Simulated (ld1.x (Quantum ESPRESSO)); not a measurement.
# An all-electron radial function and its pseudo partner (N)

Columns: radius, all-electron u(r) and pseudo u(r) of the 2p shell (level -10.12 eV) of nitrogen in the configuration [He] 2s2 2p2.75; Wu–Cohen, scalar-relativistic, RRKJ scheme, ld1.x (Quantum ESPRESSO) 7.5.

```tsv
r (bohr)	all-electron	pseudo
0.080	0.0514	0.0196
0.160	0.1594	0.0761
0.240	0.2826	0.1634
0.320	0.4010	0.2724
0.400	0.5055	0.3919
0.480	0.5929	0.5110
0.560	0.6630	0.6195
0.640	0.7168	0.7099
0.720	0.7554	0.7776
0.800	0.7806	0.8214
0.880	0.7943	0.8427
0.960	0.7983	0.8454
1.040	0.7945	0.8340
1.120	0.7844	0.8134
1.200	0.7693	0.7880
1.280	0.7505	0.7606
1.360	0.7287	0.7332
1.440	0.7049	0.7062
1.520	0.6795	0.6798
1.600	0.6533	0.6533
1.680	0.6264	0.6264
1.760	0.5994	0.5994
1.840	0.5723	0.5723
1.920	0.5455	0.5455
2.000	0.5192	0.5192
2.080	0.4933	0.4933
```

Q: How many radial nodes do the two functions have?

A: The all-electron 2p function has n − l − 1 = 0; the pseudo-wave has 0.

Q: At about which radius was the pseudo-wave matched?

A: 1.60 bohr, where the columns begin to agree (steps of 0.08 bohr).

Q: Is the pseudo-wave norm-conserving?

A: Yes: the RRKJ scheme keeps the norm inside the radius equal to the all-electron one, which fixes the energy derivative of the logarithmic derivative at the level.
